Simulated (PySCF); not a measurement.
C₇H₉O (doublet state).
Z-matrix (Å and degrees, GFN2-xTB geometry), rows numbered from 1:
```
C 
C   1  1.3181
C   2  1.5212  1  134.25
C   3  1.5054  2   85.65  1  -179.36
C   4  1.4779  3  130.69  2   177.45
O   5  1.4064  4  114.42  3  -169.03
C   4  1.4077  3   93.44  2    -0.52
C   7  1.3604  2  132.78  1    -1.49
H   1  1.0769  2  121.52  3   179.64
H   1  1.0774  2  121.75  3    -0.32
H   3  1.0930  2  115.29  1   -62.83
H   3  1.0925  2  114.95  1    64.29
H   5  1.1000  4  110.51  3    72.01
H   5  1.1074  4  109.04  3   -44.89
H   6  0.9638  5  108.43  4    45.88
H   8  1.0752  7  121.86  2  -177.25
H   8  1.0748  7  120.47  2     0.49
```

The hyperfine couplings belong to this conformer and change with its torsions.

The species is `C=C1C[C](CO)C1=C` [radical].

Computed, not measured: UKS B3LYP, pcH-1 on C H O, non-relativistic, mean-field spin-orbit, GIAO in PySCF. Geometry: GFN2-xTB, one conformer, isolated molecule. A GFN2-xTB geometry isn't a minimum of the functional, and hyperfine couplings can be far from their values at a DFT geometry. Stability of the SCF solution: not tested. ⟨S²⟩ is 0.781 where a pure state has 0.75.

Largest spin populations (Mulliken): C8 (+0.67), C4 (+0.62), C7 (-0.25) and C1 (-0.07). The positive populations add up to 1.48 and the negative ones to -0.48, together 2S = 1. The angles at C8 add up to 360.0°, so it is planar; its axial dipolar tensor and the negative couplings of its protons fit spin in a p orbital normal to that plane.

Question: McConnell's relation a(H) = Q·ρ ties the coupling of a proton on a planar π carbon to the spin population of that carbon. What Q do the computed values give?

Answer: 
```csv
H,C,ρ(C),a(H) (G),a/ρ (G)
H16,C8,+0.670,-14.01,-20.9
H17,C8,+0.670,-14.47,-21.6
```

These protons share one ρ (within 0.01), so their mean ratio, Q = -21.3 G, is no test of linearity.

Question: How do the β-proton couplings of this frozen conformer go with θ, the angle between the C–H bond and the normal to the plane of the spin centre's three neighbours, both seen down the bond from centre to carbon?

Answer: 
```json
{"β H": "H11", "on": "C3", "centre": "C4", "θ (°)": "27", "cos²θ": "0.79", "a (G)": "+26.40"}
{"β H": "H12", "on": "C3", "centre": "C4", "θ (°)": "24", "cos²θ": "0.83", "a (G)": "+26.98"}
{"β H": "H13", "on": "C5", "centre": "C4", "θ (°)": "19", "cos²θ": "0.89", "a (G)": "+29.28"}
{"β H": "H14", "on": "C5", "centre": "C4", "θ (°)": "44", "cos²θ": "0.52", "a (G)": "+21.13"}
```

Fitting the Heller–McConnell form a = ρ(B0 + B2 cos²θ), with Mulliken ρ = 0.62, gives B0 = 16.1 G and B2 = 33.6 G, with a largest miss of 0.5 G. By this fit the coupling would be 31.0 G at θ = 0° and 10.1 G at 90°.

Couplings in gauss use g_iso = 2.0026.
